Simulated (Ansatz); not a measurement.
Consider the formal hydrolysis of a C–Ge bond: `N[CH](O)[GeH3]` + H₂O → `NC(O)O` + GeH₄.

Gas-phase electronic energies from Ansatz, PBE0-D4/def2-TZVP geometries. CCSD(T)/CBS is the MP2 limit (def2-TZVPP, def2-QZVPP) plus CCSD(T) − MP2 in def2-TZVPP, frozen cores. This one scheme is used for every species. DFT in def2-TZVPP. B3LYP here is the variant with VWN-RPA as its local correlation; programs differ in this. For Ge outer-core shells are correlated without core-valence functions, which leaves a few kJ/mol of doubt a bond. Scalar relativity is left out up to krypton. Each species was taken in one conformer, which may not be the lowest.

(1) Is it downhill or uphill in electronic energy at CCSD(T)/CBS, and by how much? (Estimate.)

(2) What do these levels give: PBE-D4, PBE0-D4, ωB97M-V, B2PLYP, B3LYP, HF/def2-TZVPP, MP2/def2-TZVPP, SCS-MP2/def2-TZVPP, CCSD/def2-TZVPP, HF/def2-QZVPP, SCS-MP2/def2-QZVPP, MP2/CBS(def2)? (An estimate is asked.)

Largest T1 diagnostic among the species: 0.012.

Answers

(1) The calculation gave: Downhill: ΔE = -18.5 kJ/mol.

(2) Computed: PBE-D4 -24.7, PBE0-D4 -28.9, ωB97M-V -31.2, B2PLYP -30.2, B3LYP -33.5, HF/def2-TZVPP -50.5, MP2/def2-TZVPP -20.4, SCS-MP2/def2-TZVPP -25.2, CCSD/def2-TZVPP -28.7, HF/def2-QZVPP -50.0, SCS-MP2/def2-QZVPP -20.6, MP2/CBS(def2) -12.1 kJ/mol.

The D4 term adds +6.4 kJ/mol with B3LYP and +3.6 kJ/mol with PBE0; it sums over pairs of atoms, weighted by their polarisabilities, and B3LYP, whose exchange is more repulsive, gets the larger term. From PBE to PBE0 (25 % exact exchange), in def2-TZVPP and without D4, ΔE moves by −3.9 kJ/mol. In def2-TZVPP, CCSD(T) changes the Hartree–Fock value by +23.7 kJ/mol (the triples alone add +1.9 kJ/mol) and MP2 by +30.1 kJ/mol.
